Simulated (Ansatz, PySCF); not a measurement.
CCuO, SMILES O=[C+][Cu], charge +1, multiplicity 1. Atoms are numbered in the order given.

```xyz
3

Cu     0.0000     0.0000    -0.8263
C      0.0000     0.0000     1.0995
O      0.0000     0.0000     2.2131
```
Charge +1, spin multiplicity 1.

The structure is a stationary point at ωB97X-D3(BJ)/def2-TZVP. The multiplicity is an assumed one; other spin states were not compared.

Two levels are set side by side: PBE-D3(BJ)/def2-TZVP (Ansatz, an electronic-structure program) and ωB97X-D3(BJ)/def2-TZVP (PySCF). Each level has its own optimised geometry; the coordinates shown are those of the second. Frequencies come from the Hessian of PySCF at each geometry. Differences are taken from unrounded values.

```tsv
quantity	ωB97X-D3(BJ)	PBE-D3(BJ)	PBE-D3(BJ) minus ωB97X-D3(BJ)
mean bond length (Å)	1.520	1.487	-0.033
bond Cu1–C2 (Å)	1.926	1.846	-0.080
bond C2–O3 (Å)	1.114	1.128	0.015
highest harmonic wavenumber (cm⁻¹)	2353	2213	-140
mean harmonic wavenumber (cm⁻¹)	815	803	-12
zero-point energy (kcal/mol)	4.66	4.59	-0.07
```
